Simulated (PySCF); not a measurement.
Compound: C2H5BN2.
SMILES with atom numbers: `[CH:1]#[C:2][B:3]([NH2:4])[NH2:5]` (hydrogens: H6 on C1; H7, H8 on N4; H9, H10 on N5)

Theory: EOM-IP-CCSD/aug-cc-pVDZ in PySCF, restricted Hartree–Fock reference, frozen core, non-relativistic, gas phase, PBE0-D3(BJ)/def2-SVP geometry.

Hartree–Fock orbital energies give these Koopmans values (eV): HOMO 10.40, HOMO-1 10.49, HOMO-2 10.55, HOMO-3 13.02, HOMO-4 15.32, HOMO-5 16.28, HOMO-6 18.09, HOMO-7 18.68.

Problem. What vertical ionisation energies does EOM-IP-CCSD give?

Solution. 
```csv
leading hole (HF orbital),Koopmans (eV),EOM-IP-CCSD (eV),change (eV),one-hole share
HOMO-1,10.49,9.31,-1.18,0.94
HOMO,10.40,10.24,-0.16,0.96
HOMO-2,10.55,10.54,-0.01,0.96
HOMO-3,13.02,11.98,-1.04,0.94
HOMO-4,15.32,13.61,-1.71,0.94
HOMO-5,16.28,14.85,-1.43,0.95
HOMO-6,18.09,16.81,-1.28,0.95
HOMO-7,18.68,17.14,-1.54,0.94
```

Problem. Does the order of the lines follow the orbital energies?

Solution. No: the HOMO-1 hole (9.31 eV) falls below the HOMO hole (10.24 eV). The corrections run from -1.71 to -0.01 eV, with a mean of -1.04 eV over the 8 lines; no line lies above its Koopmans value. Koopmans values leave out both the relaxation of the orbitals and the change in correlation energy.

Problem. At what kinetic energies would He II light (40.81 eV) eject these electrons?

Solution. 31.50 eV (HOMO-1), 30.57 eV (HOMO), 30.27 eV (HOMO-2), 28.83 eV (HOMO-3), 27.20 eV (HOMO-4), 25.96 eV (HOMO-5), 24.00 eV (HOMO-6), 23.67 eV (HOMO-7).

One root was sought for each valence orbital with −ε under 21 eV, eight at most, so deeper holes and satellites are missing; no vibrational structure.

The values belong to the conformer `[CH:1]#[C:2][B:3]([NH2:4])[NH2:5]`: H–N4–B3–C2 180°, H–N4–B3–C2 0°, H–N5–B3–C2 0°, H–N5–B3–C2 179°.
